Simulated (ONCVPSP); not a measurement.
## Ranking ONCV potentials for Pt

All share these settings but for the change named:

ONCVPSP 4.0.1 input, shortened (lines: element, Z, core and valence counts, functional; n l f; lmax; l rc ep ncon nbas qcut; lloc lpopt rc5 dvloc0; l nproj debl; icmod fcfact rcfact), PBE, scalar-relativistic:

```
  Pt 78.00   10    3        4      upf
    1    0    2.00
    2    0    2.00
    2    1    6.00
    3    0    2.00
    3    1    6.00
    3    2   10.00
    4    0    2.00
    4    1    6.00
    4    2   10.00
    4    3   14.00
    5    0    2.00
    5    1    6.00
    5    2    8.00
    2
    0    1.30    0.00    4    7    8.90
    1    1.90    0.00    4    7    7.40
    2    1.40    0.00    4    7    7.20
    4    5    1.10    3.00
    0    2    3.50
    1    2    2.90
    2    2    0.60
    0    0.00    0.00
```

In the s channel the program set the typed energies aside and used -4.512, 0.250 Ha. In the p channel the program set the typed energies aside and used -2.824, 0.050 Ha. In the d channel the program set the typed energies aside and used -0.951, 0.250 Ha.

Cutoff: the first of the cutoffs (Ha) at which the residual kinetic energy of the hardest occupied pseudo-wave falls to 1 and 0.1 mHa per electron; the density cutoff is not measured.

The base gives 33 Ha.

Of 6 variants that were run, those that failed, showed a ghost or another fault, or gave nearly equal values are left out.

A variant can come out equal or close to the base.

(1) Rank these variants from softest to hardest (loose cutoff).
A. s: rc 1.32
B. s: rc 1.48
C. s: rc 1.7

Answers

(1) C (24 Ha), B (29 Ha), A (32 Ha).
